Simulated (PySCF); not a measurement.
C$_{2}$H$_{6}$N (SMILES [CH2-]NC), charge -1, singlet, at a GFN2-xTB geometry; CASSCF(8,9)/STO-3G (PySCF).

PySCF was given this input:
```python
from pyscf import gto, scf, mcscf
import numpy

mol = gto.M(
    atom='''
C     0.068388   -0.343447    1.280013
N    -0.020316    0.577285    0.030283
C    -0.014644   -0.232449   -1.156616
H     0.074469    0.429802    2.123582
H    -1.001283   -0.749206    1.345617
H     0.851123    1.116069    0.047208
H     0.820505   -0.966737   -1.224493
H     0.018715    0.396171   -2.064198
H    -0.943784   -0.811711   -1.180078
''',
    basis='sto-3g',
    charge=-1,
    spin=0,
    verbose=4,
)

mf = scf.RHF(mol)
mf.kernel()
mc = mcscf.CASSCF(mf, 9, 8)
mc.fix_spin_(ss=0.0)
mc.kernel()
occ = numpy.linalg.eigvalsh(mc.fcisolver.make_rdm1(mc.ci, mc.ncas, mc.nelecas))[::-1]
ss = mc.fcisolver.spin_square(mc.ci, mc.ncas, mc.nelecas)[0]
print('natural occupations', occ.round(4), ' <S^2>', round(ss, 4))
```

What the program printed (banner, timings and long lists left out):

```
PySCF version 2.14.0

[INPUT] verbose = 4
[INPUT] num. atoms = 9
[INPUT] num. electrons = 26
[INPUT] charge = -1
[INPUT] spin (= nelec alpha-beta = 2S) = 0
[INPUT] symmetry False subgroup None
[INPUT] Mole.unit = angstrom
[INPUT] Symbol           X                Y                Z      unit          X                Y                Z       unit  Magmom
[...]
nuclear repulsion = 75.8101513173345
number of shells = 15
number of NR pGTOs = 63
number of NR cGTOs = 21
basis = sto-3g
ecp = {}

******** <class 'pyscf.scf.hf.RHF'> ********
method = RHF
initial guess = minao
damping factor = 0
level_shift factor = 0
DIIS = <class 'pyscf.scf.diis.CDIIS'>
diis_start_cycle = 1
diis_space = 8
diis_damp = 0
SCF conv_tol = 1e-09
SCF conv_tol_grad = None
SCF max_cycles = 50
direct_scf = True
direct_scf_tol = 1e-13
Set gradient conv threshold to 3.16228e-05
Initial guess from minao.
init E= -131.947381030534
[...]
cycle= 1 E= -131.680685632094  delta_E= 0.267  |g|= 0.404  |ddm|= 3.52
[...]
cycle= 2 E= -131.741278368029  delta_E= -0.0606  |g|= 0.0702  |ddm|= 0.648
[...]
cycle= 3 E= -131.743727635869  delta_E= -0.00245  |g|= 0.0239  |ddm|= 0.144
[...]
cycle= 4 E= -131.744115657542  delta_E= -0.000388  |g|= 0.00538  |ddm|= 0.0711
[...]
cycle= 5 E= -131.744134641065  delta_E= -1.9e-05  |g|= 0.000986  |ddm|= 0.0168
[...]
cycle= 6 E= -131.744135276853  delta_E= -6.36e-07  |g|= 9.91e-05  |ddm|= 0.00346
[...]
cycle= 7 E= -131.744135283857  delta_E= -7e-09  |g|= 2.45e-05  |ddm|= 0.00034
[...]
cycle= 8 E= -131.744135284311  delta_E= -4.54e-10  |g|= 5.8e-06  |ddm|= 8.63e-05
[...]
Extra cycle  E= -131.744135284333  delta_E= -2.21e-11  |g|= 2.35e-06  |ddm|= 1.39e-05
converged SCF energy = -131.744135284333

******** <class 'pyscf.mcscf.mc1step.CASSCF'> ********
CAS (4e+4e, 9o), ncore = 9, nvir = 3
max_cycle_macro = 50
max_cycle_micro = 4
conv_tol = 1e-07
conv_tol_grad = None
orbital rotation max_stepsize = 0.02
orbital rotation threshold for CI restart = 0.01
augmented hessian ah_max_cycle = 30
augmented hessian ah_conv_tol = 1e-12
augmented hessian ah_linear dependence = 1e-14
augmented hessian ah_level shift = 1e-08
augmented hessian ah_start_tol = 2.5
augmented hessian ah_start_cycle = 3
augmented hessian ah_grad_trust_region = 3
kf_trust_region = 3
kf_interval = 4
ci_response_space = 4
ci_grad_trust_region = 3
with_dep4 0
natorb = False
canonicalization = True
sorting_mo_energy = False
ao2mo_level = 2
internal_rotation = False
******** <class 'pyscf.fci.addons.SpinPenaltyFCISolver'> ********
max. cycles = 50
conv_tol = 1e-08
davidson only = True
linear dependence = 1e-12
level shift = 0.001
max iter space = 12
nroots = 1
pspace_size = 400
spin = None
CASCI E = -131.755385918741  S^2 = 0.0000000
Set conv_tol_grad to 0.000316228
macro iter   1 ( 21 JK    4 micro), CASSCF E = -131.770087528087  dE = -1.47016093e-02  S^2 = 0.0000000
               |grad[o]|=0.0129  |grad[c]|=0.109  |ddm|=0.0546  |maxRot[o]|=0.241
macro iter   2 ( 21 JK    4 micro), CASSCF E = -131.781532678951  dE = -1.14451509e-02  S^2 = 0.0000000
               |grad[o]|=0.0196  |grad[c]|=0.032  |ddm|=0.0391  |maxRot[o]|=0.192
macro iter   3 ( 21 JK    4 micro), CASSCF E = -131.795630003511  dE = -1.40973246e-02  S^2 = 0.0000000
               |grad[o]|=0.0189  |grad[c]|=0.0361  |ddm|=0.0242  |maxRot[o]|=0.236
macro iter   4 ( 21 JK    4 micro), CASSCF E = -131.805179702203  dE = -9.54969869e-03  S^2 = 0.0000000
               |grad[o]|=0.0197  |grad[c]|=0.0245  |ddm|=0.00764  |maxRot[o]|=0.168
macro iter   5 ( 21 JK    4 micro), CASSCF E = -131.807750224053  dE = -2.57052185e-03  S^2 = 0.0000000
               |grad[o]|=0.0124  |grad[c]|=0.00648  |ddm|=0.00523  |maxRot[o]|=0.175
macro iter   6 ( 21 JK    4 micro), CASSCF E = -131.809262309431  dE = -1.51208538e-03  S^2 = 0.0000000
               |grad[o]|=0.00911  |grad[c]|=0.0175  |ddm|=0.0217  |maxRot[o]|=0.156
macro iter   7 ( 21 JK    4 micro), CASSCF E = -131.810141684566  dE = -8.79375135e-04  S^2 = 0.0000000
               |grad[o]|= 0.01  |grad[c]|=0.0141  |ddm|=0.00504  |maxRot[o]|=0.0457
macro iter   8 ( 21 JK    4 micro), CASSCF E = -131.810538588619  dE = -3.96904053e-04  S^2 = 0.0000000
               |grad[o]|=0.00664  |grad[c]|=0.0136  |ddm|=0.00432  |maxRot[o]|=0.0446
macro iter   9 ( 21 JK    4 micro), CASSCF E = -131.810788509967  dE = -2.49921348e-04  S^2 = 0.0000000
               |grad[o]|=0.005  |grad[c]|=0.0134  |ddm|=0.00405  |maxRot[o]|=0.0643
macro iter  10 ( 21 JK    4 micro), CASSCF E = -131.811000874113  dE = -2.12364146e-04  S^2 = 0.0000000
               |grad[o]|=0.00416  |grad[c]|=0.0134  |ddm|=0.00393  |maxRot[o]|=0.0856
macro iter  11 ( 21 JK    4 micro), CASSCF E = -131.811227455366  dE = -2.26581253e-04  S^2 = 0.0000000
               |grad[o]|=0.00369  |grad[c]|=0.0134  |ddm|=0.00394  |maxRot[o]|=0.0989
macro iter  12 ( 21 JK    4 micro), CASSCF E = -131.811453720013  dE = -2.26264647e-04  S^2 = 0.0000000
               |grad[o]|=0.00348  |grad[c]|=0.0135  |ddm|=0.00384  |maxRot[o]|=0.101
macro iter  13 ( 21 JK    4 micro), CASSCF E = -131.811644290810  dE = -1.90570797e-04  S^2 = 0.0000000
               |grad[o]|=0.00336  |grad[c]|=0.0135  |ddm|=0.00369  |maxRot[o]|=0.0906
macro iter  14 ( 21 JK    4 micro), CASSCF E = -131.811778637528  dE = -1.34346718e-04  S^2 = 0.0000000
               |grad[o]|=0.00329  |grad[c]|=0.0135  |ddm|=0.00356  |maxRot[o]|=0.0721
macro iter  15 ( 21 JK    4 micro), CASSCF E = -131.811861081859  dE = -8.24443313e-05  S^2 = 0.0000000
               |grad[o]|=0.00325  |grad[c]|=0.0136  |ddm|=0.00346  |maxRot[o]|=0.0548
macro iter  16 ( 21 JK    4 micro), CASSCF E = -131.811910719375  dE = -4.96375164e-05  S^2 = 0.0000000
               |grad[o]|=0.00322  |grad[c]|=0.0136  |ddm|=0.00344  |maxRot[o]|=0.0405
macro iter  17 ( 21 JK    4 micro), CASSCF E = -131.811940231042  dE = -2.95116669e-05  S^2 = 0.0000000
               |grad[o]|=0.00321  |grad[c]|=0.0136  |ddm|=0.00343  |maxRot[o]|=0.0297
[...]
               |grad[o]|=0.00319  |grad[c]|=0.0137  |ddm|=0.00341  |maxRot[o]|=0.00595
macro iter  23 ( 21 JK    4 micro), CASSCF E = -131.811982849174  dE = -1.75114917e-06  S^2 = 0.0000000
               |grad[o]|=0.00319  |grad[c]|=0.0136  |ddm|=0.00341  |maxRot[o]|=0.0043
macro iter  24 ( 21 JK    4 micro), CASSCF E = -131.811984077344  dE = -1.22817076e-06  S^2 = 0.0000000
               |grad[o]|=0.0032  |grad[c]|=0.0136  |ddm|=0.00341  |maxRot[o]|=0.00313
macro iter  25 ( 21 JK    4 micro), CASSCF E = -131.811984921848  dE = -8.44503177e-07  S^2 = 0.0000000
               |grad[o]|=0.0032  |grad[c]|=0.0136  |ddm|=0.00341  |maxRot[o]|=0.00229
macro iter  26 ( 21 JK    4 micro), CASSCF E = -131.811985536599  dE = -6.14751855e-07  S^2 = 0.0000000
               |grad[o]|=0.0032  |grad[c]|=0.0136  |ddm|=0.00341  |maxRot[o]|=0.0017
macro iter  27 ( 21 JK    4 micro), CASSCF E = -131.811985986233  dE = -4.49633717e-07  S^2 = 0.0000000
               |grad[o]|=0.0032  |grad[c]|=0.0136  |ddm|=0.00341  |maxRot[o]|=0.00128
macro iter  28 ( 21 JK    4 micro), CASSCF E = -131.811986318999  dE = -3.32765637e-07  S^2 = 0.0000000
               |grad[o]|=0.0032  |grad[c]|=0.0136  |ddm|=0.00341  |maxRot[o]|=0.000978
macro iter  29 ( 21 JK    4 micro), CASSCF E = -131.811986576133  dE = -2.57133962e-07  S^2 = 0.0000000
               |grad[o]|=0.0032  |grad[c]|=0.0136  |ddm|=0.00341  |maxRot[o]|=0.000762
macro iter  30 ( 21 JK    4 micro), CASSCF E = -131.811986773982  dE = -1.97849545e-07  S^2 = 0.0000000
               |grad[o]|=0.0032  |grad[c]|=0.0136  |ddm|=0.00341  |maxRot[o]|=0.000599
macro iter  31 ( 21 JK    4 micro), CASSCF E = -131.811986928621  dE = -1.54638371e-07  S^2 = 0.0000000
               |grad[o]|=0.0032  |grad[c]|=0.0136  |ddm|=0.00341  |maxRot[o]|=0.000477
macro iter  32 ( 21 JK    4 micro), CASSCF E = -131.811987043978  dE = -1.15357267e-07  S^2 = 0.0000000
               |grad[o]|=0.0032  |grad[c]|=0.0136  |ddm|=0.00341  |maxRot[o]|=0.000376
macro iter  33 ( 11 JK    2 micro), CASSCF E = -131.811987198489  dE = -1.54510928e-07  S^2 = 0.0000000
               |grad[o]|=0.0032  |grad[c]|=0.0123  |ddm|=0.00176  |maxRot[o]|=9.92e-05
macro iter  34 ( 11 JK    2 micro), CASSCF E = -131.811987339122  dE = -1.40633517e-07  S^2 = 0.0000000
               |grad[o]|=0.0032  |grad[c]|=0.0123  |ddm|=0.00184  |maxRot[o]|=9.93e-05
macro iter  35 ( 11 JK    2 micro), CASSCF E = -131.811987472979  dE = -1.33857100e-07  S^2 = 0.0000000
               |grad[o]|=0.00319  |grad[c]|=0.0123  |ddm|=0.00183  |maxRot[o]|=9.33e-05
macro iter  36 ( 11 JK    2 micro), CASSCF E = -131.811987598084  dE = -1.25104833e-07  S^2 = 0.0000000
               |grad[o]|=0.00319  |grad[c]|=0.0123  |ddm|=0.00184  |maxRot[o]|=8.82e-05
macro iter  37 ( 11 JK    2 micro), CASSCF E = -131.811987706909  dE = -1.08825134e-07  S^2 = 0.0000000
               |grad[o]|=0.00319  |grad[c]|=0.0123  |ddm|=0.00184  |maxRot[o]|=8.39e-05
macro iter  38 ( 11 JK    2 micro), CASSCF E = -131.811987807349  dE = -1.00439820e-07  S^2 = 0.0000000
               |grad[o]|=0.00319  |grad[c]|=0.0123  |ddm|=0.00183  |maxRot[o]|=8.01e-05
macro iter  39 ( 11 JK    2 micro), CASSCF E = -131.811987899222  dE = -9.18723799e-08  S^2 = 0.0000000
               |grad[o]|=0.00319  |grad[c]|=0.0123  |ddm|=0.00181  |maxRot[o]|=7.62e-05
macro iter  40 ( 17 JK    4 micro), CASSCF E = -131.812646056836  dE = -6.58157614e-04  S^2 = 0.0000000
               |grad[o]|=0.00319  |grad[c]|=0.00566  |ddm|=0.00338  |maxRot[o]|=0.0689
macro iter  41 ( 12 JK    3 micro), CASSCF E = -131.812776975998  dE = -1.30919162e-04  S^2 = 0.0000000
               |grad[o]|=0.00324  |grad[c]|=0.000834  |ddm|=0.00103  |maxRot[o]|=0.0104
macro iter  42 ( 21 JK    4 micro), CASSCF E = -131.812777303706  dE = -3.27708790e-07  S^2 = 0.0000000
               |grad[o]|=0.00314  |grad[c]|=0.00789  |ddm|=0.00187  |maxRot[o]|=0.000828
macro iter  43 ( 21 JK    4 micro), CASSCF E = -131.812785867002  dE = -8.56329549e-06  S^2 = 0.0000000
               |grad[o]|=0.00313  |grad[c]|=0.0092  |ddm|=0.00237  |maxRot[o]|=0.00258
macro iter  44 ( 21 JK    4 micro), CASSCF E = -131.812793328698  dE = -7.46169621e-06  S^2 = 0.0000000
               |grad[o]|=0.00314  |grad[c]|=0.00988  |ddm|=0.00257  |maxRot[o]|=0.0027
macro iter  45 ( 21 JK    4 micro), CASSCF E = -131.812799225185  dE = -5.89648675e-06  S^2 = 0.0000000
               |grad[o]|=0.00316  |grad[c]|=0.0102  |ddm|=0.00267  |maxRot[o]|=0.00217
macro iter  46 ( 17 JK    4 micro), CASSCF E = -131.813441157720  dE = -6.41932535e-04  S^2 = 0.0000000
               |grad[o]|=0.00318  |grad[c]|=0.0104  |ddm|=0.00272  |maxRot[o]|=0.0686
macro iter  47 (  7 JK    2 micro), CASSCF E = -131.814017997374  dE = -5.76839654e-04  S^2 = 0.0000000
               |grad[o]|=0.00296  |grad[c]|=0.00153  |ddm|=0.00252  |maxRot[o]|=0.0692
macro iter  48 (  7 JK    2 micro), CASSCF E = -131.814488612238  dE = -4.70614864e-04  S^2 = 0.0000000
               |grad[o]|=0.00264  |grad[c]|=0.00336  |ddm|=0.00171  |maxRot[o]|=0.0695
macro iter  49 (  7 JK    2 micro), CASSCF E = -131.814821596758  dE = -3.32984519e-04  S^2 = 0.0000000
               |grad[o]|=0.00215  |grad[c]|=0.00529  |ddm|=0.000937  |maxRot[o]|=0.0697
macro iter  50 (  7 JK    2 micro), CASSCF E = -131.814997457869  dE = -1.75861112e-04  S^2 = 0.0000000
               |grad[o]|=0.00148  |grad[c]|=0.00657  |ddm|=0.000568  |maxRot[o]|=0.0698
1-step CASSCF not converged,  50 macro (907 JK 177 micro) steps
CASSCF canonicalization
Density matrix diagonal elements [1.97360144 1.97455282 1.98491332 1.98856213 0.02097091 0.00975289
 0.01208856 0.0149774  0.02058054]
CASSCF energy = -131.814997457869
CASCI E = -131.814997457869  E(CI) = -16.8458296766045  S^2 = 0.0000000
natural occupations [1.9946e+00 1.9800e+00 1.9750e+00 1.9727e+00 2.6100e-02 2.4200e-02
 2.3600e-02 2.8000e-03 9.0000e-04]  <S^2> 0.0
```

The run did not converge; its last values are not results.
